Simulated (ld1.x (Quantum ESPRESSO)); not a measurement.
## Before and after: ultrasoft potential for In

- Element: indium
- Generator: ld1.x (Quantum ESPRESSO) 7.5
- Type: ultrasoft
- Functional: PBE
- Relativity: fully relativistic
- Frozen core: [Kr] 4d10
- Valence charge: 3
- Reference configuration: 5s2 5p1
- Partial waves: 5s (bound): rcut 1.70, rcutus 2.15 bohr; 5s channel at -0.15 Ry: rcut 1.70, rcutus 2.15 bohr; 5p (bound): rcut 2.00, rcutus 2.50 bohr; 5p channel at 2.95 Ry: rcut 2.00, rcutus 2.50 bohr; 5d channel at -0.1 Ry: rcut 2.40, rcutus 2.85 bohr; 5d channel at 2.55 Ry: rcut 2.40, rcutus 2.85 bohr
- Local potential: all-electron potential smoothed inside 1.80 bohr (lloc = -1)
- Core correction: a·sin(br)/r model core inside 1.85 bohr
- Augmentation charge: PSQ, radius 1.85 bohr

Open shells are filled in proportion to 2j + 1 (rel_dist='average').

Change: core correction a·sin(br)/r model core inside 2.62 bohr.

Cutoffs: the cutoffs (Ry, on a coarse ladder) from which the occupation-weighted sum of valence levels, in a spherical-Bessel basis at the reference potential, stays within 10 and 1 mRy of its value at 400 Ry; they do not see the model core or the augmentation charge, which bear on the density cutoff. Errors are all-electron minus pseudo energies relative to the spin-unpolarised reference configuration.

How do hardness, ghosts and transferability respond?

Both files are so soft that the ladder of cutoffs tells neither apart; both files keep a bound ghost (d); of the 7 tests that both files solve, the error grows in 0 and shrinks in 4 by more than 15 % and 0.3 meV (median size 21.4 → 5.4 meV). A wider model core is smoother and lowers the density cutoff, which this test does not measure.

```csv
quantity,base,changed
"cutoff, loose",6 Ry,6 Ry
"cutoff, tight",10 Ry,10 Ry
bound ghosts,d5/2,d5/2
"error for 5s2 5p0, meV [ΔE 5.37 eV]",-16,-14
"error for 5s1 5p0, meV [ΔE 24.61 eV]",-234,-173
"error for 5s2 5p0.5, meV [ΔE 1.95 eV]",-2.4,-2.4
"error for 5s0 5p3, meV [ΔE 11.92 eV]",-83,-5.4
"error for 5s2 5p1.3, meV [ΔE -0.53 eV]",-0.3,-0.3
"error for 5s1 5p1, meV [ΔE 11.95 eV]",-67,-47
"error for 5s1 5p2, meV [ΔE 5.83 eV]",-21,-4.3
s: phases at 3.09 bohr within 0.05 rad from the reference energy up to (Ry; the scan ends near 5),to the end of the scan,to the end of the scan
p1/2: phases at 3.09 bohr within 0.05 rad from the reference energy up to (Ry; the scan ends near 5),to the end of the scan,to the end of the scan
p3/2: phases at 3.09 bohr within 0.05 rad from the reference energy up to (Ry; the scan ends near 5),to the end of the scan,to the end of the scan
d3/2: phases at 3.09 bohr within 0.05 rad from the reference energy up to (Ry; the scan ends near 5),0.0,0.0
d5/2: phases at 3.09 bohr within 0.05 rad from the reference energy up to (Ry; the scan ends near 5),0.6,0.6
lowest overlap eigenvalue by channel,"s 0.38, p1/2 0.54, p3/2 0.54, d3/2 0.82, d5/2 0.82","s 0.38, p1/2 0.54, p3/2 0.54, d3/2 0.82, d5/2 0.82"
```

 A true bound ghost makes a file unfit for plane-wave use even where its test errors are small: the radial tests pick states by their node count and pass the ghost by.
